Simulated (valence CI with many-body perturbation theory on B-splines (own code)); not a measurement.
## Rh31+: one-electron terms

Calculated by relativistic CI+MBPT: four valence electrons over a frozen Dirac-Fock core [Ne], radial functions for each j: 11 s, 11 p, 10 d, 8 f, 5 g, 2 h, with the one-electron correlation potential Σ1, the two-electron term Σ2, the three-electron term Σ3, Breit, model QED; selected CI, second order for the rest, scaled by the run's own slope (own B-spline code, finite nucleus).

The last digits are not significant, and no measured levels were compared; by estimate large intervals hold to a few tenths of a per cent, small ones and those within an open d or f shell to about a per cent. Among the levels kept, up to 690 cm⁻¹ of a level comes from second order outside the variational space, and about a tenth of that is noise between levels of different J, which matters for small intervals.

These are the spectroscopic orbitals of the CI (the correlating ones are not listed), shaped by the core and the other valence electrons. h is the expectation value of the core's Dirac-Fock operator, without the valence repulsion; Σ1 is computed up to l = 3 at one energy for each symmetry, that of its lowest orbital but kept below the first core excitation, so for empty shells it is not the orbital's own correlation shift; Breit and QED include the response of the core.

| Orbital | h (hartree) | Σ1 (cm⁻¹) | Breit (cm⁻¹) | QED (cm⁻¹) | ⟨r⟩ (bohr) |
| --- | --- | --- | --- | --- | --- |
| 3s1/2 | -78.237 | -6214 | 7651 | 5636 | 0.3444 |
| 4s1/2 | -42.358 | -2034 | 2927 | 2212 | 0.6430 |
| 5s1/2 | -26.507 | -917 | 1387 | 1065 | 1.039 |
| 6s1/2 | -18.141 | -497 | 772 | 596 | 1.527 |
| 7s1/2 | -13.192 | -301 | 474 | 367 | 2.109 |
| 8s1/2 | -10.023 | -196 | 312 | 242 | 2.784 |
| 3p1/2 | -75.376 | -7794 | 12632 | -201 | 0.3297 |
| 4p1/2 | -41.165 | -2512 | 4862 | -73.4 | 0.6364 |
| 5p1/2 | -25.909 | -1146 | 2358 | -35.0 | 1.038 |
| 6p1/2 | -17.8 | -625 | 1324 | -19.4 | 1.533 |
| 7p1/2 | -12.979 | -380 | 817 | -11.9 | 2.121 |
| 8p1/2 | -9.8812 | -249 | 540 | -7.8 | 2.802 |
| 3p3/2 | -73.997 | -7346 | 7755 | 351 | 0.3367 |
| 4p3/2 | -40.608 | -2408 | 2944 | 140 | 0.6458 |
| 5p3/2 | -25.631 | -1106 | 1476 | 69.4 | 1.050 |
| 6p3/2 | -17.641 | -606 | 828 | 39.3 | 1.547 |
| 7p3/2 | -12.88 | -369 | 511 | 24.4 | 2.138 |
| 8p3/2 | -9.8155 | -242 | 338 | 16.2 | 2.821 |
| 3d3/2 | -70.276 | -8811 | 5603 | -222 | 0.2942 |
| 4d3/2 | -39.186 | -2407 | 2000 | -77.2 | 0.6139 |
| 5d3/2 | -24.935 | -1065 | 952 | -36.7 | 1.026 |
| 6d3/2 | -17.248 | -575 | 530 | -20.4 | 1.531 |
| 7d3/2 | -12.636 | -348 | 326 | -12.6 | 2.130 |
| 3d5/2 | -69.974 | -8424 | 2594 | -43.9 | 0.2962 |
| 4d5/2 | -39.055 | -2296 | 920 | -6.2 | 0.6164 |
| 5d5/2 | -24.867 | -1016 | 444 | -1.2 | 1.029 |
| 6d5/2 | -17.209 | -549 | 248 | -0.2 | 1.535 |
| 7d5/2 | -12.611 | -333 | 153 | 0.1 | 2.134 |
| 4f5/2 | -38.298 | -1931 | 160 | -24.0 | 0.5448 |
| 5f5/2 | -24.488 | -949 | 111 | -13.3 | 0.9636 |
| 6f5/2 | -16.993 | -537 | 70.8 | -8.0 | 1.475 |
| 7f5/2 | -12.477 | -334 | 47.3 | -5.1 | 2.080 |
| 4f7/2 | -38.246 | -1895 | 31.6 | 5.3 | 0.5460 |
| 5f7/2 | -24.461 | -929 | 21.8 | 1.6 | 0.9650 |
| 6f7/2 | -16.977 | -526 | 13.5 | 0.6 | 1.477 |
| 7f7/2 | -12.467 | -326 | 9.1 | 0.3 | 2.082 |
| 5g7/2 | -24.373 |  | 3.0 | -4.8 | 0.8536 |
| 6g7/2 | -16.928 |  | 3.0 | -2.8 | 1.367 |
| 7g7/2 | -12.436 |  | 2.4 | -1.8 | 1.974 |
| 5g9/2 | -24.358 |  | 0.2 | 3.5 | 0.8544 |
| 6g9/2 | -16.919 |  | 0.2 | 1.9 | 1.368 |
| 7g9/2 | -12.43 |  | 0.1 | 1.2 | 1.975 |
| 6h9/2 | -16.904 |  |  |  | 1.217 |
| 6h11/2 | -16.898 |  |  |  | 1.217 |

Among the shells of the start configuration 3s2 3p2, Σ1 is largest in size for 3p1/2, where it is 0.047 % of h.

Lowest root of each symmetry, sizes in configuration state functions:

| J | Parity | Roots | Reference | Variational | Second order | Change by selected CI (cm⁻¹) | Change by second order (cm⁻¹) |
| --- | --- | --- | --- | --- | --- | --- | --- |
| 0 | even | 12 | 61 | 25425 | 88473 | -8170 | -1 |
| 1 | even | 17 | 125 | 31988 | 199431 | -7210 | -84 |
| 2 | even | 24 | 164 | 31830 | 336354 | -8068 | -158 |
| 3 | even | 15 | 123 | 31980 | 322061 | -7319 | -159 |
| 4 | even | 10 | 79 | 31967 | 315729 | -6347 | -109 |
| 5 | even | 3 | 28 | 32203 | 204226 | -7850 | -63 |
| 0 | odd | 11 | 55 | 26028 | 66526 | -8183 | -2 |
| 1 | odd | 25 | 145 | 31997 | 168327 | -7700 | -119 |
| 2 | odd | 30 | 177 | 31948 | 232246 | -5286 | -184 |
| 3 | odd | 24 | 153 | 31886 | 268738 | -6197 | -349 |
| 4 | odd | 15 | 100 | 31910 | 294668 | -8217 | -327 |
| 5 | odd | 6 | 48 | 32125 | 204786 | -10151 | -138 |
| 6 | odd | 2 | 16 | 30740 | 130613 | -8196 | -15 |
